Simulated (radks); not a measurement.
Excited configurations of P II: one electron is placed in a higher orbital outside [Ne] 3s2 3p1. The ground configuration is [Ne] 3s2 3p2. All-electron calculation, scalar-relativistic Kohn-Sham, BLYP, spin-polarised, spherical densities, finite nucleus; open shells are filled with parallel spins first; Fermi nuclear charge, rms radius 3.1889 fm. Program: a radial shooting solver on a logarithmic mesh with Libxc functionals. Excitation = E - E(ground); binding = E(ion) - E, where the ion is the core of charge +2; n* = 2/sqrt(2 binding) in atomic units, and the quantum defect is n - n*.

outer orbital,excitation (eV),binding (eV),n*,quantum defect,eigenvalue (eV)
4s,10.530,9.097,2.446,1.554,-7.026
4f,16.134,3.493,3.947,0.053,-2.442
6s,16.610,3.017,4.247,1.753,-2.404
6p,16.992,2.635,4.545,1.455,-2.081
7d,18.101,1.526,5.972,1.028,-1.208
7f,18.259,1.368,6.307,0.693,-1.078

The Delta-SCF ionisation energy is 19.627 eV (NIST Atomic Spectra Database: 19.769 eV, semi-empirical). Self-interaction in the functional shifts the binding energies and quantum defects, so they are the method's values and not measured ones. Open shells are spherical and high-spin; term and fine-structure splittings are not resolved.
